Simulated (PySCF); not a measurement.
Al(OH)3(NH3), H6AlNO3, singlet (PBE0/def2-SVP optimised geometry):

```
11

Al    -0.710    -0.496     0.000
O      1.021    -0.496     0.000
H      1.515    -0.967     0.671
O     -1.515    -1.820     0.772
H     -2.139    -1.673     1.484
O     -1.509     1.040     0.000
H     -1.078     1.820     0.352
N     -1.034    -1.020    -1.918
H     -1.573    -0.292    -2.387
H     -1.555    -1.896    -1.949
H     -0.143    -1.142    -2.400
```

Method: PBE0/def2-TZVP (PySCF).

What are the frontier orbital energies and the dipole moment?

HOMO-2 -7.95 eV, HOMO-1 -7.94 eV, HOMO -7.72 eV, LUMO 0.13 eV, LUMO+1 1.34 eV; dipole moment 2.88 D.

On the same geometry PBE/def2-TZVP (PySCF) gives HOMO-2 -6.24 eV, HOMO-1 -6.23 eV, HOMO -6.02 eV, LUMO -0.71 eV, LUMO+1 0.50 eV; dipole moment 2.89 D.

Meta-Löwdin charges at PBE0/def2-TZVP: Al1 1.17, O2 -0.83, H3 0.34, O4 -0.83, H5 0.34, O6 -0.83, H7 0.34, N8 -0.52, H9 0.27, H10 0.27, H11 0.27.
